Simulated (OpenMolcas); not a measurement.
# Multiplet structure of Lu II

```yaml
Program: OpenMolcas 26.06
Method: "MS-CASPT2, IPEA 0.25 Eh, imaginary shift 0.1 Eh (closed shells correlated: 5s 5p)"
Basis: ANO-RCC-VQZP [9s8p6d4f3g2h]
Scalar_Hamiltonian: DKH2, point nucleus
Active_space: 2 electrons in 6 orbitals (5d 6s)
State_averaging: 2S+1 = 1 even, 20 roots; 2S+1 = 3 even, 15 roots kept (CI in the orbitals of an earlier block)
Spin-orbit_coupling: RASSI with atomic mean-field integrals over the reference wave functions, term energies averaged over their components
```

Spin-free terms above the lowest, with the occupations of the reference:

```csv
Configuration,Term,E (cm⁻¹),Occupations
6s²,¹S,0.0,5d 0.07 6s 1.93
5d 6s,³D,12730,5d 1.00 6s 1.00
5d 6s,¹D,15580,5d 1.17 6s 0.83
5d²,³F,30810,5d 2.00
5d²,¹D,35380,5d 1.83 6s 0.17
5d²,³P,37050,5d 2.00
5d²,¹G,38230,5d 2.00
```

With spin-orbit coupling, above the lowest level:

```json
{"Configuration": "6s²", "Term": "¹S", "J": "0", "E (cm⁻¹)": "0.0", "Measured (cm⁻¹)": "0.0", "g": "", "Term weight %": "100", "Second": ""}
{"Configuration": "5d 6s", "Term": "³D", "J": "1", "E (cm⁻¹)": "11240", "Measured (cm⁻¹)": "11796", "g": "0.499", "Term weight %": "100", "Second": ""}
{"Configuration": "5d 6s", "Term": "³D", "J": "2", "E (cm⁻¹)": "11850", "Measured (cm⁻¹)": "12435", "g": "1.152", "Term weight %": "91", "Second": "9 ¹D"}
{"Configuration": "5d 6s", "Term": "³D", "J": "3", "E (cm⁻¹)": "13730", "Measured (cm⁻¹)": "14199", "g": "1.334", "Term weight %": "100", "Second": ""}
{"Configuration": "5d 6s", "Term": "¹D", "J": "2", "E (cm⁻¹)": "15950", "Measured (cm⁻¹)": "17333", "g": "1.015", "Term weight %": "88", "Second": "9 ³D"}
{"Configuration": "5d²", "Term": "³F", "J": "2", "E (cm⁻¹)": "28500", "Measured (cm⁻¹)": "29407", "g": "0.683", "Term weight %": "95", "Second": "5 ¹D"}
{"Configuration": "5d²", "Term": "³F", "J": "3", "E (cm⁻¹)": "30320", "Measured (cm⁻¹)": "30889", "g": "1.084", "Term weight %": "100", "Second": ""}
{"Configuration": "5d²", "Term": "³F", "J": "4", "E (cm⁻¹)": "32150", "Measured (cm⁻¹)": "32504", "g": "1.244", "Term weight %": "97", "Second": "3 ¹G"}
{"Configuration": "5d²", "Term": "¹D", "J": "2", "E (cm⁻¹)": "34990", "Measured (cm⁻¹)": "", "g": "1.095", "Term weight %": "72", "Second": "22 ³P"}
{"Configuration": "5d²", "Term": "³P", "J": "0", "E (cm⁻¹)": "36070", "Measured (cm⁻¹)": "35652", "g": "", "Term weight %": "100", "Second": ""}
{"Configuration": "5d²", "Term": "³P", "J": "1", "E (cm⁻¹)": "36560", "Measured (cm⁻¹)": "36557", "g": "1.501", "Term weight %": "100", "Second": ""}
{"Configuration": "5d²", "Term": "³P", "J": "2", "E (cm⁻¹)": "38300", "Measured (cm⁻¹)": "38575", "g": "1.389", "Term weight %": "78", "Second": "21 ¹D"}
{"Configuration": "5d²", "Term": "¹G", "J": "4", "E (cm⁻¹)": "38400", "Measured (cm⁻¹)": "", "g": "1.007", "Term weight %": "97", "Second": "3 ³F"}
```

Against the 10 measured excited levels shown (NIST Handbook of Basic Atomic Spectroscopic Data) the mean absolute deviation is 550 cm-1; the largest miss in energy is 5d 6s ¹D₂: computed 15950, measured 17333 cm⁻¹ (-8.0 %).

Spin-orbit coupling puts the lowest level 6.1 cm⁻¹ below the lowest spin-free term.

Term energies are means over components that CASPT2 splits; among the terms shown or strongly mixed into the levels shown the widest spread is 730 cm-1 (5d² ¹G). Terms from blocks run as CI alone lack orbitals of their own. A single d shell beside an s shell can misplace configurations of different d count against each other. Computed and measured levels are paired by configuration, term and J; levels that our copy of the source lacks, or whose pairing is in doubt (as where it misses far off the trend of its configuration), stay unpaired and out of the deviations. Levels of configurations outside the active space are missing. The first state left out of the spin-orbit step lies near 53000 cm-1 above the lowest spin-free state of the reference (among the parities and spins computed), and the list stops at four fifths of that energy or lower.

The term weight is that of the spin-free term in the level, not the purity of its configuration.
